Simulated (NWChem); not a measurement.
AlHBrCl; SMILES [AlH]([Cl])[Br]

```xyz
4

Al    -0.7672    -0.6194     0.0000
H     -2.3299    -0.7438     0.0000
Cl     0.4357    -2.3335     0.0000
Br     0.2351     1.3875     0.0000
```
Atoms are numbered in this order, from 1.

Computed with NWChem. STO-3G and 3-21G are far too small for this property and stand as cheap habits. Geometry: optimised at PBE0/def2-SVP. GIAO values for the isolated, static molecule; σ is the absolute isotropic shielding, δ = σ(reference) − σ with the isolated reference molecule computed at the same levels (1H: tetramethylsilane). Spin-orbit effects, on the heavy nuclei and on their neighbours, are missing.

Problem. Predict the results for Hartree-Fock/STO-3G. Quantities: σ Al1 (ppm); δ H2 (ppm); σ Cl3 (ppm); σ Br4 (ppm).

Solution. 
```yaml
"σ Al1 (ppm)": 424.2
"δ H2 (ppm)": 3.45
"σ Cl3 (ppm)": 1179.3
"σ Br4 (ppm)": 3143.2
```
